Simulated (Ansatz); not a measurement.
Worked example: SnH2(CH3)Cl + SbH3 → SnH3(CH3) + SbH2Cl

Species: SnH2(CH3)Cl, singlet; SbH3 (stibine) `[SbH3]`, singlet; SnH3(CH3), singlet; SbH2Cl `[Cl][SbH2]`, singlet. The partners trade Cl for H: Sn–Cl and Sb–H bonds give way to Sn–H and Sb–Cl.

Shapes, held fixed at every level: PBE0-D4/def2-TZVP. Programs: Ansatz 0.2.0. The zero-point and thermal change to 298 K, harmonic and unscaled (PBE0-D4/def2-TZVP), is -0.3 kJ/mol.

At CCSD(T)/def2-TZVPP; 1 Eh = 2625.50 kJ/mol:

```
    species  energy (Eh)
SnH2(CH3)Cl  -714.457184
       SbH3  -241.368975
  SnH3(CH3)  -255.270769
     SbH2Cl  -700.538496
```

Problem. Work out ΔH(298 K) of the reaction at this level.

Solution. 
1. Products less reactants: (-255.270769) + (-700.538496) − [(-714.457184) + (-241.368975)] = 0.016894 Eh = +44.4 kJ/mol.
2. With the thermal change: +44.4 + (-0.3) = +44.1 kJ/mol.

Other levels give +37.4 (B3LYP-D4/def2-TZVPP) to +53.0 kJ/mol (MP2/def2-SVP). No measured value is set beside it here. For atoms past krypton def2 sets carry core potentials with scalar relativity. Correlated rows may include outer-core shells of Sb, Sn, which these sets cover unevenly.
